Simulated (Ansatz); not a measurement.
Geometry optimisation, RHF/def2-SVP in Ansatz.

Input file:

```yaml
crystal:
  periodic: [false, false, false]
  atoms:
    - { symbol: Ge, position_ang: [0.0, 0.0, 0.0] }
    - { symbol: H, position_ang: [0.0, 0.0, 1.9] }
    - { symbol: H, position_ang: [1.4616, 0.0, -0.5162] }
    - { symbol: F, position_ang: [-0.7913, 1.3709, -0.5594] }
    - { symbol: H, position_ang: [-0.73, -1.2648, -0.5162] }
    - { symbol: "N", position_ang: [-2.0972, 0.0067, 0.6969] }
    - { symbol: H, position_ang: [-2.8191, -0.5988, 0.2111] }
    - { symbol: H, position_ang: [-2.3813, 0.6154, 1.5169] }
    - { symbol: H, position_ang: [-1.0245, 0.0033, 1.831] }
basis:
  gaussian: { orbitals: def2-SVP }
hamiltonian:
  xc: hf
relax:
  f_tol: 0.15
  max_steps: 25
  restrain:
    - { distance: [0, 5], at: 1.91, k: 30.0 }
    - { distance: [8, 1], at: 0.66, k: 30.0 }
    - { distance: [0, 1], at: 2.75, k: 30.0 }
    - { distance: [8, 5], at: 2.26, k: 30.0 }
```

Launched with:

```bash
$ ansatz run input.yaml --threads 1 --pin off --max-ram 2048MiB --backend cpu --events-out ev --progress --plain --runs-dir out
```

Q: Where does it end, and by what steps?

A: The forces met the threshold. The restraints hold the end off the free minimum; the threshold counts their pulls, which the force column leaves out. Restrained pairs: Ge1–N6 (2.21 → 1.87 Å), H2–H9 (1.03 → 0.71 Å), Ge1–H2 (1.90 → 2.76 Å), N6–H9 (1.56 → 2.27 Å). After 17 steps the energy has fallen by 5.832 eV (the restraints' own energy left out); H3 moved furthest, 1.61 Å.

```csv
step,energy less start (eV),largest force component (eV/Å),accepted
0,0.0000,4.031,yes
1,-0.6502,3.674,yes
2,-1.5573,3.230,yes
3,-3.3851,3.196,yes
4,-4.3636,2.110,yes
5,-4.9545,1.466,yes
6,-5.3627,1.525,yes
7,-5.6145,1.259,yes
8,-5.6604,1.455,yes
9,-5.6725,1.505,yes
10,-5.6515,1.916,no
11,-5.6995,1.514,yes
12,-5.7220,1.396,yes
13,-5.7435,1.346,yes
14,-5.7787,1.608,yes
15,-5.8334,1.065,yes
16,-5.8344,1.433,yes
17,-5.8320,1.665,yes
```

```xyz
9
Properties=species:S:1:pos:R:3
Ge -0.514 0.152 -0.243
H 0.221 -0.922 2.193
H 0.577 1.047 0.324
F -0.917 0.837 -1.785
H -0.110 -1.282 -0.548
N -2.032 0.196 0.847
H -2.836 -0.251 0.440
H -2.298 1.117 1.149
H -0.471 -0.762 2.187
```

Run time: 30 s on 1 thread of Arm Neoverse V2 (shared host), peak memory 0.17 GiB.
